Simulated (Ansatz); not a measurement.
A thermochemical cycle in electronic energies (no zero-point or thermal terms), species as SMILES, kcal/mol. Structures are relaxed separately at B3LYP-D3(BJ)/def2-TZVP in Ansatz (a first-principles code), one conformer each, not searched for the lowest. Correlated levels leave the core frozen unless marked. Open shells are spin-unrestricted. No spin-orbit coupling. Non-relativistic. CBS marks a two-point X^-3 extrapolation of the correlation energy; Hartree-Fock from the larger set. [CCSD(T)-MP2]/basis is that difference in the basis named. Anions need diffuse functions, of which def2-TZVPD holds fewer than the aug- sets.

| step | RI-MP2/CBS(aug-cc-pV(T+d)Z,aug-cc-pV(Q+d)Z)+[CCSD(T)-MP2]/aug-cc-pV(T+d)Z (Ansatz) | PBE-D3(BJ)/def2-TZVPD (Ansatz + dftd3) |
|---|---|---|
| bond energy D: N[SiH2][SiH2]N → [NH][SiH2][SiH2]N + H atom | 116.7 | 107.7 |
| electron affinity EA, positive where the anion is bound: [NH][SiH2][SiH2]N + e- → [NH-][SiH2][SiH2]N | 54.6 | 49.4 |
| ionisation of the H atom at the same level, IE | 313.7 | 313.5 |

Question: Find the deprotonation energy A: N[SiH2][SiH2]N -> [NH-][SiH2][SiH2]N + H+.

Answer: Breaking the bond, ionising the H atom and attaching the electron to the radical add up to the deprotonation, A = D + IE - EA. At RI-MP2/CBS(aug-cc-pV(T+d)Z,aug-cc-pV(Q+d)Z)+[CCSD(T)-MP2]/aug-cc-pV(T+d)Z: A = D + IE - EA = 116.7 + 313.7 - 54.6 = 375.8. At PBE-D3(BJ)/def2-TZVPD: A = D + IE - EA = 107.7 + 313.5 - 49.4 = 371.8. The functional differs from the first level by -9.0 in D, -5.2 in EA and -4.0 in A; for EA and A the gap mixes functional and basis. The site is the one shown; other sites or isomers of the anion may lie lower.
